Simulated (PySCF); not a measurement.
Species: C5H7N2O (charge +1).
Cartesian coordinates in Å at the GFN2-xTB level; atoms count from 1:
```xyz
15
C5H7N2O angstrom
C      2.3008   -0.3040    0.2646
C      1.3360    0.6458   -0.3258
O      1.5343    1.6575   -0.9072
N     -0.0796    0.2493   -0.1496
C     -0.6090   -0.8512    0.4718
C     -1.9613   -0.7606    0.3664
N     -2.2302    0.3914   -0.3157
C     -1.0894    0.9878   -0.6191
H      2.1438   -0.3979    1.3382
H      2.1998   -1.2895   -0.1878
H      3.3083    0.0649    0.0864
H     -0.0127   -1.6089    0.9370
H     -2.7287   -1.4193    0.7207
H     -3.1561    0.7304   -0.5489
H     -0.9603    1.9123   -1.1531
```

Structure optimised with GFN2-xTB, isolated species.

Masses are those of the commonest isotopes; rigid-rotor values at the optimised geometry. The values belong to one conformer with, in the numbering `[CH3:1][C:2](=[O:3])[n+:4]1[cH:5][cH:6][nH:7][cH:8]1`, C1–C2–N4–C5 0°.

(1) What are A, B and C (GHz)?

(2) What kind of rotor is it?

(3) Is it planar, by Δ = Ic − Ia − Ib?

(4) Estimate the classical rotational partition function at 50 K, 200 K and 500 K.

## Answers

(1) Ia = 102.29, Ib = 305.85, Ic = 405.00 u·Å²; 505379 MHz·u·Å²/I gives 4940, 1652 and 1248 MHz, that is A = 4.9404, B = 1.6524, C = 1.2479 GHz.

(2) An asymmetric top: κ = (2 × 1652 − 4940 − 1248)/(4940 − 1248) = -0.78.

(3) Not planar: Δ = Ic − Ia − Ib = -3.15 u·Å². For a rigid frame Δ = −2 Σ m c², so Σ m c² = 1.58 u·Å² lies off the ab plane, practically all of it from hydrogen. The atom farthest from that plane is 0.88 Å away.

(4) Point group Cs, symmetry number σ = 1; q = (√π/σ)·√((kT/h)³/(ABC)), k/h = 20836.6 MHz/K: 18700 at 50 K, 149000 at 200 K, 591000 at 500 K.

GFN2-xTB frequencies: not computed here. No vibrational averaging or centrifugal distortion is included, and the geometry carries the error of its method.
